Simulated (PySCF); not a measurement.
C2H8Si2, triplet, at the geometry of the source list (a higher spin typed on purpose: for a closed-shell molecule this is an excited state); CAMB3LYP/3-21G in PySCF.

PySCF was given this input:
```python
from pyscf import gto, scf, dft

mol = gto.Mole()
mol.atom = '''
    C     0.255200    0.360500    1.252100
    Si    1.347300   -0.249000   -0.203200
    C    -0.259600   -0.389800   -1.242300
    Si   -1.342500    0.281200    0.192500
    H     0.505500    1.346900    1.631900
    H     0.250600   -0.304700    2.112200
    H     2.304600    0.741400   -0.698700
    H     2.037500   -1.520200    0.036800
    H    -0.274600    0.210000   -2.147900
    H    -0.504300   -1.405000   -1.545600
    H    -1.959900    1.582100   -0.071400
    H    -2.360000   -0.653400    0.683600
'''
mol.basis = '3-21g'
mol.charge = 0
mol.spin = 2
mol.verbose = 4
mol.build()

mf = dft.UKS(mol)
mf.xc = 'camb3lyp'
mf.grids.level = 1
mf.kernel()
mf.analyze()
```

It wrote (shortened):

```
PySCF version 2.14.0

[INPUT] verbose = 4
[INPUT] num. atoms = 12
[INPUT] num. electrons = 48
[INPUT] charge = 0
[INPUT] spin (= nelec alpha-beta = 2S) = 2
[INPUT] symmetry False subgroup None
[INPUT] Mole.unit = angstrom
[INPUT] Symbol           X                Y                Z      unit          X                Y                Z       unit  Magmom
[INPUT]  1 C      0.255200000000   0.360500000000   1.252100000000 AA    0.482258106989   0.681246267906   2.366126080568 Bohr   0.0
[INPUT]  2 Si     1.347300000000  -0.249000000000  -0.203200000000 AA    2.546028007627  -0.470541805017  -0.383992348512 Bohr   0.0
[INPUT]  3 C     -0.259600000000  -0.389800000000  -1.242300000000 AA   -0.490572901937  -0.736615243355  -2.347606764547 Bohr   0.0
[INPUT]  4 Si    -1.342500000000   0.281200000000   0.192500000000 AA   -2.536957322229   0.531390986228   0.363772278979 Bohr   0.0
[INPUT]  5 H      0.505500000000   1.346900000000   1.631900000000 AA    0.955256555968   2.545272117177   3.083844062678 Bohr   0.0
[INPUT]  6 H      0.250600000000  -0.304700000000   2.112200000000 AA    0.473565366816  -0.575799550155   3.991479520306 Bohr   0.0
[INPUT]  7 H      2.304600000000   0.741400000000  -0.698700000000 AA    4.355062826673   1.401042948753  -1.320351643234 Bohr   0.0
[INPUT]  8 H      2.037500000000  -1.520200000000   0.036800000000 AA    3.850316978801  -2.872761654564   0.069541921384 Bohr   0.0
[INPUT]  9 H     -0.274600000000   0.210000000000  -2.147900000000 AA   -0.518918793806   0.396842486159  -4.058942742953 Bohr   0.0
[INPUT] 10 H     -0.504300000000  -1.405000000000  -1.545600000000 AA   -0.952988884618  -2.655065205014  -2.920760698128 Bohr   0.0
[INPUT] 11 H     -1.959900000000   1.582100000000  -0.071400000000 AA   -3.703674231535   2.989735701674  -0.134926445294 Bohr   0.0
[INPUT] 12 H     -2.360000000000  -0.653400000000   0.683600000000 AA   -4.459753653974  -1.234747049791   1.291816778753 Bohr   0.0

nuclear repulsion = 217.245328447327
number of shells = 40
number of NR pGTOs = 108
number of NR cGTOs = 60
basis = 3-21g
ecp = {}

******** <class 'pyscf.dft.uks.UKS'> ********
method = UKS
initial guess = minao
damping factor = 0
level_shift factor = 0
DIIS = <class 'pyscf.scf.diis.CDIIS'>
diis_start_cycle = 1
diis_space = 8
diis_damp = 0
SCF conv_tol = 1e-09
SCF conv_tol_grad = None
SCF max_cycles = 50
direct_scf = True
direct_scf_tol = 1e-13
number electrons alpha = 25  beta = 23
XC library pyscf.dft.libxc version 7.1.2
    S. Lehtola, C. Steigemann, M. J. T. Oliveira, and M. A. L. Marques,  SoftwareX 7, 1–5 (2018)
XC functionals = camb3lyp
    T. Yanai, D. P. Tew, and N. C. Handy,  Chem. Phys. Lett. 393, 51 (2004)
radial grids:
    Treutler-Ahlrichs [JCP 102, 346 (1995); DOI:10.1063/1.469408] (M4) radial grids

becke partition: Becke, JCP 88, 2547 (1988); DOI:10.1063/1.454033
pruning grids: <function nwchem_prune>
grids dens level: 1
symmetrized grids: False
atomic radii adjust function: <function treutler_atomic_radii_adjust>
small_rho_cutoff = 0
Set gradient conv threshold to 3.16228e-05
tot grids = 42960
init E= -656.216934790307

cycle= 1 E= -656.166745777078  delta_E= 0.0502  |g|= 0.172  |ddm|= 3.23

cycle= 2 E= -656.17641327511  delta_E= -0.00967  |g|= 0.129  |ddm|= 0.355

cycle= 3 E= -656.185150219607  delta_E= -0.00874  |g|= 0.0194  |ddm|= 0.173

cycle= 4 E= -656.185413286532  delta_E= -0.000263  |g|= 0.00555  |ddm|= 0.048

cycle= 5 E= -656.185441434738  delta_E= -2.81e-05  |g|= 0.00101  |ddm|= 0.0215

cycle= 6 E= -656.185443913497  delta_E= -2.48e-06  |g|= 0.000263  |ddm|= 0.0101

cycle= 7 E= -656.185444067689  delta_E= -1.54e-07  |g|= 9.74e-05  |ddm|= 0.00167

cycle= 8 E= -656.185444075272  delta_E= -7.58e-09  |g|= 6.63e-05  |ddm|= 0.000386

cycle= 9 E= -656.185444079651  delta_E= -4.38e-09  |g|= 1.87e-05  |ddm|= 0.000247

cycle= 10 E= -656.185444080431  delta_E= -7.81e-10  |g|= 1.02e-05  |ddm|= 0.000133

Extra cycle  E= -656.185444080794  delta_E= -3.63e-10  |g|= 7.08e-06  |ddm|= 7.68e-05
converged SCF energy = -656.185444080794  <S^2> = 2.0020088  2S+1 = 3.0013389
**** SCF Summaries ****
Total Energy =                        -656.185444080794468
Nuclear Repulsion Energy =             217.245328447327267
One-electron Energy =                -1336.786459255711179
Two-electron Energy =                  463.355686727589386
Two-electron Coulomb Energy =          518.769701002411807
DFT Exchange-Correlation Energy =      -55.414014274822435
**** MO energy ****
                             alpha | beta                alpha | beta
MO #1   energy= -65.7431956037846  | -65.741617901899   occ= 1 | 1
MO #2   energy= -65.742803454865   | -65.7412259480692  occ= 1 | 1
MO #3   energy= -10.2013446921047  | -10.1946493327854  occ= 1 | 1
MO #4   energy= -10.2011978494174  | -10.1945184484148  occ= 1 | 1
MO #5   energy= -5.33780604551397  | -5.3358989316178   occ= 1 | 1
MO #6   energy= -5.33703021514963  | -5.33511009587236  occ= 1 | 1
MO #7   energy= -3.69800402378556  | -3.69452764078739  occ= 1 | 1
MO #8   energy= -3.69792740688527  | -3.69444087634684  occ= 1 | 1
MO #9   energy= -3.69396910347003  | -3.69316890749903  occ= 1 | 1
MO #10  energy= -3.69378091021846  | -3.69297553337639  occ= 1 | 1
MO #11  energy= -3.69307813756681  | -3.68968114200915  occ= 1 | 1
MO #12  energy= -3.69274331479147  | -3.6893403737818   occ= 1 | 1
MO #13  energy= -0.841070907004022 | -0.818370127634204 occ= 1 | 1
MO #14  energy= -0.76759605224289  | -0.748939759677989 occ= 1 | 1
MO #15  energy= -0.622723789776892 | -0.593640463866652 occ= 1 | 1
MO #16  energy= -0.593287192190613 | -0.580004939903298 occ= 1 | 1
MO #17  energy= -0.520751157719922 | -0.513838864523951 occ= 1 | 1
MO #18  energy= -0.50309249196686  | -0.475415071710689 occ= 1 | 1
MO #19  energy= -0.480641174592581 | -0.471229925943293 occ= 1 | 1
MO #20  energy= -0.427543565086902 | -0.412340933332696 occ= 1 | 1
MO #21  energy= -0.403959363986893 | -0.390370843663651 occ= 1 | 1
MO #22  energy= -0.400317171860461 | -0.371822790191635 occ= 1 | 1
MO #23  energy= -0.388211621352058 | -0.34287626239722  occ= 1 | 1
MO #24  energy= -0.36711075889334  | -0.197050514909462 occ= 1 | 0
MO #25  energy= -0.0878022777350547 | 0.053770635750608  occ= 1 | 0
MO #26  energy= 0.0934222161129894 | 0.0990206644549916 occ= 0 | 0
MO #27  energy= 0.102294634654671  | 0.118140101452481  occ= 0 | 0
MO #28  energy= 0.110818916462607  | 0.130427884628223  occ= 0 | 0
MO #29  energy= 0.11822912906085   | 0.151823846815253  occ= 0 | 0
MO #30  energy= 0.160798562041693  | 0.184929508641991  occ= 0 | 0
MO #31  energy= 0.199466807664953  | 0.211481109876674  occ= 0 | 0
MO #32  energy= 0.20306779966043   | 0.21922371119704   occ= 0 | 0
MO #33  energy= 0.215202781953456  | 0.224151295932631  occ= 0 | 0

To work with the spin densities directly, `use mulliken_meta_spin()` only printing them here.

 ** Mulliken spin pop alpha/beta on meta-lowdin orthogonal AOs **
 ** Mulliken Spin Density (per AO)  **
spin_pop of  0 C 1s       -0.00000
spin_pop of  0 C 2s        0.08907
spin_pop of  0 C 3s        0.00843
spin_pop of  0 C 2px       0.25325
spin_pop of  0 C 2py       0.02329
spin_pop of  0 C 2pz       0.04032
spin_pop of  0 C 3px       0.00044
spin_pop of  0 C 3py       0.00035
spin_pop of  0 C 3pz       0.00556
spin_pop of  1 Si 1s        0.00000
spin_pop of  1 Si 2s        0.00000
spin_pop of  1 Si 3s        0.00763
spin_pop of  1 Si 4s        0.00033
spin_pop of  1 Si 2px       0.00001
spin_pop of  1 Si 2py       0.00000
spin_pop of  1 Si 2pz       0.00004
spin_pop of  1 Si 3px       0.13966
spin_pop of  1 Si 3py       0.01681
spin_pop of  1 Si 3pz       0.30007
spin_pop of  1 Si 4px       0.00183
spin_pop of  1 Si 4py       0.00262
spin_pop of  1 Si 4pz       0.02361
spin_pop of  2 C 1s       -0.00000
spin_pop of  2 C 2s        0.08904
spin_pop of  2 C 3s        0.00843
spin_pop of  2 C 2px       0.25280
spin_pop of  2 C 2py       0.02440
spin_pop of  2 C 2pz       0.03902
spin_pop of  2 C 3px       0.00047
spin_pop of  2 C 3py       0.00064
spin_pop of  2 C 3pz       0.00523
spin_pop of  3 Si 1s        0.00000
spin_pop of  3 Si 2s        0.00000
spin_pop of  3 Si 3s        0.00761
spin_pop of  3 Si 4s        0.00033
spin_pop of  3 Si 2px       0.00001
spin_pop of  3 Si 2py       0.00000
spin_pop of  3 Si 2pz       0.00004
spin_pop of  3 Si 3px       0.13751
spin_pop of  3 Si 3py       0.01969
spin_pop of  3 Si 3pz       0.29930
spin_pop of  3 Si 4px       0.00183
spin_pop of  3 Si 4py       0.00263
spin_pop of  3 Si 4pz       0.02362
spin_pop of  4 H 1s       -0.01204
spin_pop of  4 H 2s        0.00025
spin_pop of  5 H 1s       -0.01193
spin_pop of  5 H 2s        0.00022
spin_pop of  6 H 1s        0.05055
spin_pop of  6 H 2s        0.00013
spin_pop of  7 H 1s        0.05971
spin_pop of  7 H 2s        0.00013
spin_pop of  8 H 1s       -0.01203
spin_pop of  8 H 2s        0.00025
spin_pop of  9 H 1s       -0.01192
spin_pop of  9 H 2s        0.00022
spin_pop of  10 H 1s        0.05060
spin_pop of  10 H 2s        0.00013
spin_pop of  11 H 1s        0.05969
spin_pop of  11 H 2s        0.00013
 ** Mulliken Spin Density (per atom)  **
spin density of  0 C =      0.42070
spin density of  1 Si =      0.49261
spin density of  2 C =      0.42003
spin density of  3 Si =      0.49258
spin density of  4 H =     -0.01180
spin density of  5 H =     -0.01172
spin density of  6 H =      0.05068
spin density of  7 H =      0.05984
spin density of  8 H =     -0.01178
spin density of  9 H =     -0.01170
spin density of  10 H =      0.05073
spin density of  11 H =      0.05982
 ** Mulliken pop alpha/beta on meta-lowdin orthogonal AOs **
 ** Mulliken pop       alpha | beta **
In total            25.00000 | 23.00000
 ** Mulliken atomic charges   ( Nelec_alpha | Nelec_beta ) **
charge of  0C =     -0.60735  (     3.51403      3.09332 )
charge of  1Si =      0.38427  (     7.05417      6.56156 )
charge of  2C =     -0.60754  (     3.51378      3.09375 )
charge of  3Si =      0.38421  (     7.05418      6.56161 )
charge of  4H =      0.14139  (     0.42341      0.43520 )
charge of  5H =      0.14042  (     0.42393      0.43565 )
charge of  6H =     -0.03122  (     0.54095      0.49027 )
charge of  7H =     -0.02738  (     0.54361      0.48377 )
charge of  8H =      0.14136  (     0.42343      0.43521 )
charge of  9H =      0.14040  (     0.42395      0.43565 )
charge of  10H =     -0.03119  (     0.54096      0.49023 )
charge of  11H =     -0.02737  (     0.54360      0.48378 )
Dipole moment(X, Y, Z, Debye): -0.01624, -0.11329,  0.03904
```
